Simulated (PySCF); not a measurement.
**Spinor energies of Sb²⁵⁺ (antimony, charge +25)**

Start: [Ar] 3d8; 3d3/2 filled at m_j = -3/2, -1/2, +1/2, +3/2; 3d5/2 filled at m_j = -1/2, +1/2, +3/2, +5/2. Calculated with PySCF 2.14 in an uncontracted even-tempered set (17 s from 3.5 bohr⁻², ratio 2.8; 12 p from 4.5 bohr⁻², ratio 2.8; 8 d from 4.5 bohr⁻², ratio 2.8; 3 f from 19 bohr⁻², ratio 3): generalised Hartree-Fock with the X2C-1e Hamiltonian and a Gaussian nucleus; one run each with spin-orbit coupling (SO) switched off, then screened by Boettger's factors.

```
spinor shell  electrons  ε, spin-free (eV)  ε, screened SO (eV)  weight of nominal j (screened SO)  rms radius, screened SO (bohr)
       1s1/2          2           -31546.6             -31543.4                              1.000                          0.0325
       2s1/2          2            -5637.5              -5636.3                              1.000                           0.132
       2p1/2          2            -5147.7              -5325.7                              1.000                           0.114
       2p3/2          4            -5147.7              -5066.1                              1.000                           0.119
       3s1/2          2            -1770.9              -1770.6                              1.000                           0.342
       3p1/2          2            -1606.2              -1646.3                              0.994                           0.333
       3p3/2          4            -1606.2              -1587.6                              0.997                           0.343
       3d3/2          4            -1374.5              -1381.0                              0.935                           0.310
       3d5/2          4            -1374.5              -1369.2                              0.949                           0.313
```

| quantity | spin-free | screened SO |
| --- | --- | --- |
| E (hartree) | -6145.14633 | -6147.05462 |
| M_J | 4 | 4 |
| ⟨J²⟩ | 20.001 | 20.001 |
| ⟨L²⟩ | 12.000 | 12.409 |
| ⟨S²⟩ | 2.000 | 1.913 |

Each row is a mean over spinors that exchange with the open shell spreads, by up to 26.452 eV (3p3/2).

Breit and QED terms are absent; they matter most for the inner s and p1/2 levels.

Densities and radii are taken from the X2C orbitals without a picture-change correction, which distorts them close to the nucleus.

Without spin-orbit coupling the j labels of p, d and f shells carry no meaning; the spin-free column gives the mean over the occupied spinors of each nl shell.
